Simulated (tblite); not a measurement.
Compound: C4H8F3OS (charge +1).
Atom-mapped SMILES: `[CH3:1][S+:2]([CH3:3])(=[O:4])[CH2:5][C:6]([F:7])([F:8])[F:9]` (hydrogens: H10, H11, H12 on C1; H13, H14, H15 on C3; H16, H17 on C5)
Bond orders are those of one Lewis drawing.

Computed with GFN2-xTB (tblite), gas phase: Langevin dynamics at 600 K from the optimised GFN2-xTB geometry, time step 0.5 fs, friction 0.01 fs⁻¹, 2000 steps.

Start geometry:
```
atom  x, y, z in Å
C1     -1.435    1.231    0.310
S2     -0.675   -0.131   -0.576
C3     -0.928   -1.637    0.365
O4     -1.201   -0.248   -1.889
C5      1.127    0.184   -0.732
C6      1.860    0.337    0.597
F7      3.146    0.562    0.421
F8      1.348    1.348    1.312
F9      1.721   -0.762    1.350
H10    -1.085    1.259    1.336
H11    -2.511    1.079    0.276
H12    -1.196    2.162   -0.197
H13    -1.992   -1.863    0.334
H14    -0.383   -2.449   -0.110
H15    -0.596   -1.504    1.388
H16     1.243    1.096   -1.323
H17     1.552   -0.652   -1.293
```

The statistics below take the 31 frames saved every 25 fs from 250 to 1000 fs; their kinetic temperature (all 3N coordinates) averages 584 K.

Task: How do the bond lengths spread?

Result: 
```tsv
bond	start (Å)	mean (Å)	standard deviation (Å)	shortest (Å)	longest (Å)
C1–S2	1.794	1.820	0.060	1.715	1.922
S2–C3	1.794	1.813	0.057	1.723	1.950
S2=O4	1.419	1.420	0.031	1.368	1.483
S2–C5	1.836	1.856	0.060	1.716	1.985
C5–C6	1.525	1.537	0.040	1.433	1.603
C6–F7	1.318	1.330	0.047	1.257	1.438
C6–F8	1.340	1.352	0.035	1.284	1.438
C6–F9	1.340	1.335	0.059	1.256	1.479
C1–H10	1.084	1.094	0.046	1.021	1.232
C1–H11	1.088	1.091	0.048	1.019	1.193
C1–H12	1.087	1.098	0.036	1.032	1.161
C3–H13	1.088	1.097	0.032	1.016	1.163
C3–H14	1.087	1.099	0.045	1.020	1.197
C3–H15	1.084	1.095	0.057	0.980	1.194
C5–H16	1.093	1.105	0.041	1.016	1.201
C5–H17	1.093	1.101	0.037	1.005	1.168
```

Task: Give the same statistics for bond angles, one of each kind among heavy atoms.

Result: 
| angle | start (°) | mean (°) | standard deviation (°) | smallest (°) | largest (°) |
| --- | --- | --- | --- | --- | --- |
| C1–S2–C3 | 108.6 | 110.7 | 6.5 | 98.4 | 120.2 |
| C1–S2–O4 | 111.3 | 110.3 | 4.9 | 100.1 | 124.9 |
| C1–S2–C5 | 109.1 | 108.9 | 4.8 | 99.3 | 121.9 |
| O4–S2–C5 | 107.4 | 107.0 | 4.2 | 99.7 | 116.3 |
| S2–C5–C6 | 114.5 | 115.5 | 6.8 | 103.7 | 132.9 |
| C5–C6–F7 | 111.7 | 111.2 | 5.2 | 103.1 | 128.3 |
| F7–C6–F8 | 108.4 | 108.0 | 4.8 | 94.1 | 117.5 |
| F8–C6–F9 | 106.2 | 106.2 | 3.9 | 97.6 | 113.7 |

The run is classical and short, so these are rough statistics of one trajectory.

The cost below is that of the whole dynamics run. Hardware: Intel Xeon at 2.50 GHz, one thread, shared host with 64 logical CPUs at a one-minute load of 57. Cost: 39 s, 0.18 GiB resident at most.
